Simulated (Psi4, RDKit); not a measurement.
Torsional profile of C₃H₇ClSi, SMILES C=CC[SiH2]Cl. Scanned: dihedral C1–C2–C3–Si4; all other coordinates were relaxed at GFN2-xTB. Points at φ and −φ are mirror images. Heavy atoms are numbered in the order of the SMILES C=CC[SiH2]Cl, hydrogens after them in the order of the atoms that carry them; the mirror image has the same energies with the sign of each dihedral reversed.

Levels: MMFF94 // GFN2-xTB (RDKit); MP2/cc-pVTZ = Psi4 1.11 with DF-MP2 (frozen core)/cc-pVTZ // GFN2-xTB; B3LYP/def2-TZVP // GFN2-xTB (Psi4).

Energies in kJ/mol, each method relative to its own lowest point.

| φ / ° | MMFF94 | MP2/cc-pVTZ | B3LYP/def2-TZVP |
|---|---|---|---|
| -165 | 8.2 | 14.2 | 13.3 |
| -150 | 4.9 | 9.5 | 8.8 |
| -135 | 1.5 | 4.8 | 4.2 |
| -120 | 0.0 | 1.5 | 1.2 |
| -105 | 1.3 | 0.0 | 0.0 |
| -90 | 5.0 | 0.3 | 0.7 |
| -75 | 9.6 | 2.3 | 3.1 |
| -60 | 13.7 | 5.7 | 6.5 |
| -45 | 17.6 | 8.8 | 9.8 |
| -30 | 19.8 | 9.4 | 10.6 |
| -15 | 19.8 | 8.7 | 10.1 |
| 0 | 19.5 | 8.3 | 9.7 |
| 15 | 19.8 | 8.7 | 10.1 |
| 30 | 19.8 | 9.4 | 10.6 |
| 45 | 17.6 | 8.8 | 9.8 |
| 60 | 13.7 | 5.7 | 6.5 |
| 75 | 9.6 | 2.3 | 3.1 |
| 90 | 5.0 | 0.3 | 0.7 |
| 105 | 1.3 | 0.0 | 0.0 |
| 120 | 0.0 | 1.5 | 1.2 |
| 135 | 1.5 | 4.8 | 4.2 |
| 150 | 4.9 | 9.5 | 8.8 |
| 165 | 8.2 | 14.2 | 13.3 |
| 180 | 9.6 | 16.3 | 15.4 |

MMFF94 has few fitted parameters for silicon.
